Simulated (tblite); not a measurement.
C₂H₁₁ClO₂Si₃.
Atom-mapped SMILES: `[OH:1][SiH2:2][CH2:3][O:4][Si@@H:5]([Cl:6])[CH2:7][SiH3:8]` (hydrogens: H9 on O1; H10, H11 on Si2; H12, H13 on C3; H14 on Si5; H15, H16 on C7; H17, H18, H19 on Si8)

The geometry is computed with GFN2-xTB (gas phase).

(1) List the bond lengths, angles and torsions at this level.

## Answers

(1) 
```json
{"bond": "O1–Si2", "length (Å)": "1.611", "order": "single"}
{"bond": "Si2–C3", "length (Å)": "1.919", "order": "single"}
{"bond": "C3–O4", "length (Å)": "1.422", "order": "single"}
{"bond": "O4–Si5", "length (Å)": "1.601", "order": "single"}
{"bond": "Si5–Cl6", "length (Å)": "2.054", "order": "single"}
{"bond": "Si5–C7", "length (Å)": "1.883", "order": "single"}
{"bond": "C7–Si8", "length (Å)": "1.900", "order": "single"}
{"bond": "O1–H9", "length (Å)": "0.964", "order": "single"}
{"bond": "Si2–H10", "length (Å)": "1.457", "order": "single"}
{"bond": "Si2–H11", "length (Å)": "1.463", "order": "single"}
{"bond": "C3–H12", "length (Å)": "1.091", "order": "single"}
{"bond": "C3–H13", "length (Å)": "1.093", "order": "single"}
{"bond": "Si5–H14", "length (Å)": "1.461", "order": "single"}
{"bond": "C7–H15", "length (Å)": "1.089", "order": "single"}
{"bond": "C7–H16", "length (Å)": "1.090", "order": "single"}
{"bond": "Si8–H17, Si8–H18, Si8–H19", "length (Å)": "1.464", "order": "single"}
```

Bonds in one row agree within 0.01 Å and their mean is given. Orders are formal, as drawn. A selection of angles:
```json
{"angle": "Si2–O1–H9", "degrees": "123.1"}
{"angle": "O1–Si2–C3", "degrees": "111.2"}
{"angle": "O1–Si2–H10", "degrees": "104.0"}
{"angle": "O1–Si2–H11", "degrees": "112.1"}
{"angle": "C3–Si2–H10", "degrees": "108.2"}
{"angle": "C3–Si2–H11", "degrees": "106.8"}
{"angle": "H10–Si2–H11", "degrees": "114.6"}
{"angle": "Si2–C3–O4", "degrees": "111.1"}
{"angle": "Si2–C3–H12", "degrees": "111.5"}
{"angle": "Si2–C3–H13", "degrees": "111.4"}
{"angle": "O4–C3–H12", "degrees": "106.0"}
{"angle": "O4–C3–H13", "degrees": "109.3"}
{"angle": "H12–C3–H13", "degrees": "107.3"}
{"angle": "C3–O4–Si5", "degrees": "133.1"}
{"angle": "O4–Si5–Cl6", "degrees": "111.5"}
{"angle": "O4–Si5–C7", "degrees": "104.1"}
{"angle": "O4–Si5–H14", "degrees": "113.2"}
{"angle": "Cl6–Si5–C7", "degrees": "109.3"}
{"angle": "Cl6–Si5–H14", "degrees": "103.1"}
{"angle": "C7–Si5–H14", "degrees": "115.8"}
{"angle": "Si5–C7–Si8", "degrees": "114.2"}
{"angle": "Si5–C7–H15", "degrees": "108.5"}
{"angle": "Si5–C7–H16", "degrees": "109.6"}
{"angle": "Si8–C7–H15", "degrees": "109.2"}
{"angle": "Si8–C7–H16", "degrees": "108.8"}
{"angle": "H15–C7–H16", "degrees": "106.3"}
{"angle": "C7–Si8–H17", "degrees": "108.9"}
{"angle": "C7–Si8–H18", "degrees": "110.7"}
{"angle": "H17–Si8–H18", "degrees": "109.9"}
```

Torsions: O1–Si2–C3–O4 67° (synclinal); Si2–C3–O4–Si5 -93° (anticlinal); C3–O4–Si5–Cl6 65° (synclinal); O4–Si5–C7–Si8 66° (synclinal); H9–O1–Si2–C3 -43° (synclinal).

Si2 (oxygen-bound silicon) is distorted tetrahedral (angles from 104.0° to 114.6°). Si8 (SiH3 silicon) is tetrahedral (angles from 108.5° to 110.7°). Si5 (chlorine-bound silicon) is distorted tetrahedral (angles from 103.1° to 115.8°). Of the pairs four or more bonds apart, Cl6···H9 is among the closest relative to their van der Waals radii: 2.21 Å, 75 % of the sum of Bondi's values. The C–Si distances run from 1.883 Å (Si5–C7, drawn single) to 1.919 Å (Si2–C3, drawn single), a spread of 0.036 Å.

Point group: C1 (no symmetry element, even within 0.4 Å). Its lowest GFN2-xTB frequency is 14 cm⁻¹, too small to tell a flat minimum from a shallow saddle. One conformer, not necessarily the lowest (H–O1–Si2–C3 -43°, O1–Si2–C3–O4 67°, Si2–C3–O4–Si5 -93°, C3–O4–Si5–Cl6 65°, O4–Si5–C7–Si8 66°).

The run took 2.4 s of wall time on one thread, Intel Xeon at 2.70 GHz (x86_64) (shared host). That covers the optimisation of the geometry.
